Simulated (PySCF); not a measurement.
An equivalent PySCF input for Xe²⁺ (xenon, charge +2), [Kr] 4d10 5s2 5p4, high-spin 3P determinant, with scalar relativity by spin-free X2C-1e:

```python
from pyscf import gto, scf, dft, mp, cc
import basis_set_exchange as bse
mol = gto.M(atom="Xe 0 0 0", charge=2, spin=2, symmetry="D2h",
            basis=gto.basis.parse(bse.get_basis("x2c-TZVPall", elements=["Xe"], fmt="nwchem", header=False)),
            nucmod="G")
mf = dft.UKS(mol, xc="TPSS").sfx2c1e()
mf.irrep_nelec = {'Ag': (9, 9), 'B1g': (2, 2), 'B2g': (2, 2), 'B3g': (2, 2), 'B1u': (4, 3), 'B2u': (4, 4), 'B3u': (4, 3)}
mf.kernel()
```

It reaches the same state as the run whose output follows, with an energy that differs only through the grid. The run itself started from symmetry-adapted Hartree-Fock orbitals and held the occupation by maximum overlap, on a logarithmic radial grid, so the iterations belong to that start.

```
SCF conv_tol = 1e-09
number electrons alpha = 27  beta = 25
XC functionals = TPSS
    J. Tao, J. P. Perdew, V. N. Staroverov, and G. E. Scuseria.,  Phys. Rev. Lett. 91, 146401 (2003)
    J. P. Perdew, J. Tao, V. N. Staroverov, and G. E. Scuseria.,  J. Chem. Phys. 120, 6898 (2004)
    J. Tao, J. P. Perdew, V. N. Staroverov, and G. E. Scuseria.,  Phys. Rev. Lett. 91, 146401 (2003)
    J. P. Perdew, J. Tao, V. N. Staroverov, and G. E. Scuseria.,  J. Chem. Phys. 120, 6898 (2004)
cycle= 1 E= -7444.88451453856  delta_E= -0.0112  |g|= 0.0392  |ddm|= 0.264
cycle= 2 E= -7444.88469192322  delta_E= -0.000177  |g|= 0.0052  |ddm|= 0.0468
cycle= 3 E= -7444.88469854158  delta_E= -6.62e-06  |g|= 0.000796  |ddm|= 0.00866
cycle= 4 E= -7444.88469866866  delta_E= -1.27e-07  |g|= 0.000357  |ddm|= 0.00122
cycle= 5 E= -7444.88469868685  delta_E= -1.82e-08  |g|= 2.41e-05  |ddm|= 0.000279
cycle= 6 E= -7444.88469868701  delta_E= -1.63e-10  |g|= 9.38e-07  |ddm|= 2.39e-05
converged SCF energy = -7444.88469868701  <S^2> = 2.0023819  2S+1 = 3.0015875
```
